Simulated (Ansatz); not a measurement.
```yaml
crystal:
  periodic: [false, false, false]
  atoms:
    - {symbol: C, position_ang: [-1.169433, 0.333275, 0.990780]}
    - {symbol: C, position_ang: [1.381325, 0.912917, 0.944724]}
    - {symbol: F, position_ang: [1.081325, 0.862917, 0.944724]}
    - {symbol: B, position_ang: [0.311563, -0.523888, -0.935631]}
    - {symbol: O, position_ang: [1.559105, -0.536453, -1.442312]}
    - {symbol: H, position_ang: [-2.021565, -0.162031, 0.544705]}
    - {symbol: H, position_ang: [-1.307936, 0.885395, 1.913010]}
    - {symbol: H, position_ang: [-0.551616, -1.109039, -1.518534]}
    - {symbol: H, position_ang: [2.180511, -0.037360, -0.899944]}
basis:
  gaussian: {orbitals: pcseg-2, nuclear_model: gaussian}
hamiltonian: {xc: {name: B97M-V}, pseudopotentials: {relativity: none}}
```

```sh
$ ansatz run in.yaml --threads 2 --pin off --events-out ev --progress --plain --max-ram 4352MiB
```

Shortened log:

```
Functional definition: B97M-V
1015 factors; their error is unknown
mean field evaluation 1: about -6945.6672 eV, gradient 1.1e2 eV
mean field evaluation 2: about -6488.6075 eV, gradient 3.8e2 eV
mean field evaluation 4: about -6972.0306 eV, gradient 5.6e1 eV
mean field evaluation 8: about -6983.5568 eV, gradient 1.3e1 eV
mean field evaluation 16: about -6984.2339 eV, gradient 3.4e-1 eV
mean field evaluation 32: about -6984.1584 eV, gradient 2.2e-5 eV
a density is far from that of the atoms, so the factors are made again for it
1309 factors; integrals over basis functions are off by at most 7.5e-4 eV
mean field -6984.15816956 eV, -256.6630786990 hartree, gradient 5.1e-5 eV, S^2 0.000000; 0 other end points of the search recorded, 0 dependent functions left out
reference -6984.15823479 eV, -256.6630810961 hartree; 19, 19 occupied and 187, 187 virtual orbitals, 1309 factors
Total energy: -6984.15823479 eV, -256.6630810961 hartree
```

Question: Something in this input is off. What?

Answer: One atom was put on top of another. The calculation finished and met its thresholds. The result belongs to that input, not to the molecule as meant.
